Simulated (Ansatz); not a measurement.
MoSe₂, relaxed as a triplet with UKS B3LYP-D4/def2-TZVP in Ansatz, starting from the B3LYP-D4/def2-TZVP geometry of the neutral singlet. Force threshold 0.02 eV/Å.

In the def2 sets Mo takes a core potential; there is no spin–orbit coupling. The relaxation made no stability test and no search for a lower SCF solution. The structure comes from a short search, and lower isomers may exist.

Start:

```xyz
3

Mo    0.7392   -0.3533   -0.3039
Se   -0.8824    0.5520   -1.5316
Se    0.1433   -0.1987    1.8355
```

Task: Estimate the energy that the relaxation releases and the steps that it takes.

Result: 1.0 kcal/mol, in 3 steps; 11 s on 4 threads of Arm Neoverse V1 on a shared host. No frequencies were taken in this run, so the end may be a saddle point.

Task: Does the start keep its bonding and symmetry?

Result: By distances, no bond broke or formed. The bond that changes most is Mo1–Se3, from 2.23 to 2.25 Å (atoms count from 1). Point group C2v at the start, C2v at the end, both within 0.05 Å.

Task: Predict the relaxed structure.

Result: 
```xyz
3

Mo    0.689   -0.329   -0.283
Se   -0.884    0.559   -1.628
Se    0.195   -0.230    1.911
```
Bond lengths: 2 × Mo–Se 2.25 Å.
